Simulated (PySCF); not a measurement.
Gas-phase equilibrium of 1 mol ZnCl₂, 4.8 mol H₂O at 1400 K and 1.00 bar, among 18 species (ClO, O₂, HCl, O, HO₂, Zn, H₂O, H, Zn(OH)₂, HOCl, H₂O₂, O₃, H₂, ZnH₂, ZnCl₂, Cl, Cl₂, OH). Only gases are allowed; each row takes one source of thermochemistry for all species, and Cantera finds the minimum.

Energies from PySCF, thermal terms from the rigid-rotor harmonic-oscillator model, ideal gas at 1 bar. † marks an energy on the PBE0/def2-TZVP geometry and frequencies; other levels use their own. Open shells (unrestricted) among the columns below: O₂ (multiplicity 3); the rest are closed-shell singlets. Zn: all electrons, no relativistic terms. No R ln 2 is added for the mirror-image form of Zn(OH)₂. Zn(OH)₂: computed as isolated molecules; such fragments, hydroxides, amides, oligomers or adducts are transient or little studied in the gas. The harmonic model lacks anharmonicity and excited electronic states, which grow with temperature; levels with a mode under 35 cm⁻¹ are left out. Soft modes under 120 cm⁻¹ make the harmonic entropy rough for ZnCl₂.

Molecules larger than those listed are left out. Table species left out: Zn+.

Mole fractions:

| thermochemistry | x H₂O | x ZnCl₂ | x HCl | x Zn | x Zn(OH)₂ | x O₂ | x H₂ |
|---|---|---|---|---|---|---|---|
| PBE/def2-TZVP† | 0.81 | 0.16 | 0.017 | 0.0060 | 0.0025 | 0.0031 | 0.00014 |
| PBE0/def2-QZVP† | 0.82 | 0.17 | 0.0068 | 0.0016 | 0.0018 | 0.00080 | 3.4e-5 |
| PBE0/def2-TZVP | 0.82 | 0.17 | 0.0089 | 0.0030 | 0.0015 | 0.0015 | 7.1e-5 |
| r2SCAN/def2-TZVP† | 0.82 | 0.17 | 0.0096 | 0.0013 | 0.0035 | 0.00079 | 0.00028 |
| ωB97X-V/def2-TZVP† | 0.82 | 0.17 | 0.0088 | 0.0012 | 0.0032 | 0.00069 | 0.00016 |
The most sensitive of these is H₂: it spans a factor of 10^0.9 over these rows; at this temperature one factor of ten is RT ln 10 = 27 kJ/mol.
